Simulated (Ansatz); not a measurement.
Coupled-cluster diagnostics for Hf₃Si₂, Ansatz.

Geometry of the singlet (PBE-D4/def2-SVP):

Cartesian coordinates in Å:
```
Hf -0.524 1.501 0.428
Hf 1.601 0.843 -1.247
Hf 1.076 -0.919 0.842
Si -0.617 -0.593 -1.105
Si -1.536 -0.831 1.082
```

In the def2 sets Hf takes a core potential; there is no spin–orbit coupling. Correlated methods freeze 10 core orbitals; core or outer-core shells of Hf are correlated, in sets that lack core-valence functions. No other spin state of charge 0 was run. Another isomer (triplet) lies 1.83 eV lower at PBE0-D4/def2-TZVP; other spin states weren't run for this one.

(1) Estimate the CCSD(T) correlation energy, the shares of MP2 and (T), T1 and the reference's ⟨S²⟩ for: charge 0, singlet, own geometry in def2-TZVP; and the rough time on 4 threads of Arm Neoverse V2 on a shared host.

## Answers

(1) 
```csv
state,basis,correlation (eV),MP2 share (%),(T) share (%),T1,⟨S²⟩ (pure),wall time,remarks
"charge 0, singlet, own geometry",def2-TZVP,-33.782,100.9,9.3,0.063,0.00 (0.00),2.6 min,"large T1 (0.063), restricted SCF unstable"
```
Customary marks for T1 are 0.02 (closed shells), 0.045 (open shells) and about 0.05 (3d metals). T1 exceeds 0.02 in 1 of 1 rows and 0.045 in 1; the higher it lies, the less the single-reference result can be trusted.
